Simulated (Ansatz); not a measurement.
`CC[SiH2]CS` + `N#CO` → `CCOC#N` + `[SiH3]CS`  (substitution at a C–Si bond)

Gas-phase electronic energies from Ansatz, PBE0-D4/def2-TZVP geometries. CBS: MP2 limit from def2 TZ/QZ plus the TZ coupled-cluster correction, frozen cores. This one scheme is used for every species. Functionals use def2-TZVPP. Each species was taken in one conformer, which may not be the lowest.

| species | PBE energy (Eh) |
| --- | --- |
| `CC[SiH2]CS` | -807.59327 |
| `N#CO` | -168.52847 |
| `CCOC#N` | -247.06306 |
| `[SiH3]CS` | -729.03980 |

Question: Work out ΔE.

Answer: ΔE = (-247.06306) + (-729.03980) − (-807.59327) − (-168.52847) = 0.01888 Eh = +11.8 kcal/mol. CCSD(T)/CBS gives +13.4 kcal/mol.

Largest T1 diagnostic among the species: 0.014.

The D4 term adds +2.0 kcal/mol with B3LYP and +1.2 kcal/mol with PBE0; it sums over pairs of atoms, weighted by their polarisabilities, and B3LYP, whose exchange is more repulsive, gets the larger term. In def2-TZVPP, CCSD(T) changes the Hartree–Fock value by +4.7 kcal/mol (the triples alone add +0.2 kcal/mol) and MP2 by +6.1 kcal/mol.

B3LYP here is the variant with VWN-RPA as its local correlation; programs differ in this.
